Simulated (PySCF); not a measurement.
C4H5FO, SMILES [C@@H]1(CCC1=O)F.

Coordinates come from a PBE-D3(BJ)/def2-SVP optimisation. The structure was generated by enumeration; whether it is a known compound was not checked.

All values below come from PySCF 2.14.0 with PBE-D3(BJ)/def2-SVP.

No scaling factor is applied to the harmonic values.

Q: Give all harmonic wavenumbers and intensities. (An estimate is asked for; the answer gives what the named calculation found.)

A: 
| mode | ν (cm⁻¹) | IR (km/mol) | moving atoms (share of kinetic energy) |
|---|---|---|---|
| 1 | 126 | 0.8 | C 38 %, H 35 %, O 17 %, F 10 % |
| 2 | 204 | 2.7 | F 44 %, O 36 %, C 16 % |
| 3 | 344 | 4.3 | C 48 %, H 20 %, F 20 %, O 12 % |
| 4 | 431 | 0.6 | H 34 %, C 32 %, F 18 %, O 15 % |
| 5 | 557 | 2.5 | C 52 %, H 34 %, O 10 % |
| 6 | 645 | 9.6 | C 51 %, H 24 %, F 14 %, O 11 % |
| 7 | 704 | 8.3 | H 50 %, C 35 %, F 8 % |
| 8 | 760 | 0.7 | H 47 %, C 35 %, O 16 % |
| 9 | 889 | 4.3 | H 60 %, C 39 % |
| 10 | 922 | 19.7 | C 60 %, H 36 % |
| 11 | 976 | 22.1 | C 66 %, H 30 % |
| 12 | 1030 | 45.9 | C 61 %, H 38 % |
| 13 | 1043 | 8.1 | C 67 %, H 31 % |
| 14 | 1129 | 3.5 | H 61 %, C 36 % |
| 15 | 1145 | 49.2 | H 45 %, C 39 %, F 15 % |
| 16 | 1178 | 19.5 | H 76 %, C 22 % |
| 17 | 1193 | 13.6 | H 58 %, C 36 % |
| 18 | 1209 | 1.5 | H 62 %, C 36 % |
| 19 | 1331 | 14.0 | H 61 %, C 37 % |
| 20 | 1362 | 21.7 | H 89 %, C 11 % |
| 21 | 1411 | 7.5 | H 88 %, C 12 % |
| 22 | 1861 | 240.8 | C 64 %, O 36 % |
| 23 | 2944 | 18.5 | H 92 % |
| 24 | 3004 | 4.1 | H 94 % |
| 25 | 3021 | 9.5 | H 95 % |
| 26 | 3073 | 0.9 | H 90 %, C 10 % |
| 27 | 3095 | 8.0 | H 90 %, C 10 % |
